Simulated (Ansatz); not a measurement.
C3H7BSi: structure from calculated spectroscopic constants

These gas-phase data were calculated for one isomer of C3H7BSi at B3LYP/def2-SVP (harmonic, unscaled wavenumbers; equilibrium rotational constants with average atomic masses):

| Item | Value |
| --- | --- |
| rotational constants | 12.78, 1.559, 1.443 GHz |
| all wavenumbers above 1500 cm⁻¹ | 3072, 3020, 2647, 2566, 2251, 2249, 2239, 2227 |

Candidates:

(1) `B[C@@H]([SiH3])C#C`, a singlet
(2) `BC#CC[SiH3]`, a singlet

Problem. Which structure fits?

Solution. Candidate (2). No mode falls between 3300 and 3560 cm⁻¹, where the ≡C–H stretch of (1) would stand.

The same quantities for all candidates:

|  | rotational constants (GHz) | wavenumbers above 1500 cm⁻¹ | E above the lowest, B3LYP/def2-SVP (kcal/mol) |
| --- | --- | --- | --- |
| (1) | 5.763, 2.859, 2.084 | 3472, 3026, 2668, 2573, 2251, 2246, 2232, 2211 | 14.7 |
| (2) | 12.78, 1.559, 1.443 | 3072, 3020, 2647, 2566, 2251, 2249, 2239, 2227 | 0.0 |

Harmonic stretches to hydrogen usually lie a few per cent above observed fundamentals. Each candidate is one conformer. Programs: Ansatz 0.2.0.
